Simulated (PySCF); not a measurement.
C3H7NSi, SMILES C=C=CN[SiH3].

Geometry optimised at ωB97X-D3(BJ)/def2-SVP. This is a generated structure with no PubChem entry under its InChIKey; it may be hypothetical. Other conformers were not sampled.

These are HF/def2-TZVP (PySCF) values and carry that method's errors.

Isolated molecule, no solvent.

### Question
Estimate the frontier levels, gap, dipole moment and polarisability. (An estimate is asked for; the answer gives what the named calculation found.)

### Answer

- highest occupied level: -8.56 eV
- lowest empty level: 2.98 eV
- orbital gap: 11.54 eV
- dipole moment: 1.23 D
- quadrupole, principal values (traceless, Buckingham form, about the centre of nuclear charge): -4.55, -3.31, 7.86 D·Å
- mean static polarisability: 69.1 bohr³ (10.25 Å³)
- polarisability, principal values: 50.1, 59.2, 98.1 bohr³
